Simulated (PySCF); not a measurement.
CH₄ClFOSi, SMILES OC[Si@@H](F)Cl.

Coordinates come from a PBE-D3(BJ)/def2-SVP optimisation. The structure was generated by enumeration; whether it is a known compound was not checked. Other conformers were not sampled.

Two levels are set side by side: TDDFT-PBE/def2-SVPD (PySCF) and TDDFT-CAM-B3LYP/def2-SVPD (PySCF). Vertical, same geometry. The lowest singlet is HOMO→LUMO 99 % with PBE and HOMO→LUMO 93 % with the other functional; states are paired by order. Differences are taken from unrounded values.

```tsv
quantity	TDDFT-CAM-B3LYP	TDDFT-PBE	TDDFT-PBE minus TDDFT-CAM-B3LYP
lowest singlet excitation (eV)	6.45	5.58	-0.88
lowest triplet excitation (TDA) (eV)	6.04	5.22	-0.81
```

A lower first singlet is the usual sign of a functional without exact exchange. Differences between two approximate levels are no errors against the true value.

Rough cost on one machine, each run with all the roots and properties that it gave: TDDFT-CAM-B3LYP against TDDFT-PBE about 7 times.
